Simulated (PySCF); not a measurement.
**Levels of Lu⁵⁸⁺ from EOM-EA-GCCSD**

Reference: closed-shell Lu⁵⁹⁺, [Ne] 3s2; one electron is added. Calculated with PySCF 2.14, two-component X2C-1e with screened spin-orbit coupling, an uncontracted even-tempered set (17 s from 6.3 bohr⁻², ratio 2.6; 14 p from 8.2 bohr⁻², ratio 2.6; 6 d from 8.4 bohr⁻², ratio 2.8; 4 f from 110 bohr⁻², ratio 2.8); frozen 1s2; the 52 highest virtual spinors dropped; of the others 56 kept and the rest restored at second order. No Breit or QED terms. Binding energies in eV.

```
level  Koopmans  second order  EOM-CCSD
3p1/2    6073.9        6075.6    6074.9
3p3/2    5770.0        5772.6    5772.8
3d3/2    5557.1        5571.1    5548.8
3d5/2    5489.6   near a pole    5490.2
```

Electric-dipole lines between these computed levels:

```
lower  upper  ΔE (eV)  vacuum wavelength (nm)
3p1/2  3d3/2   526.11                   2.357
3p3/2  3d3/2   223.93                   5.537
3p3/2  3d5/2   282.53                   4.388
```

In EOM-CCSD the overlap with the one-orbital guess is low for 3d3/2 (weight 0.80). That can mean mixing with two-particle, one-hole states, where second order and EOM-CCSD lose accuracy, or only a rotation among the degenerate components of the shell; the terms of those configurations are not listed.

For comparison, the ionisation energy of Lu⁵⁸⁺ is 6070 ± 6 eV (theoretical estimate listed by NIST; NIST Atomic Spectra Database, ionization energies).

Only part of the computed levels is shown.
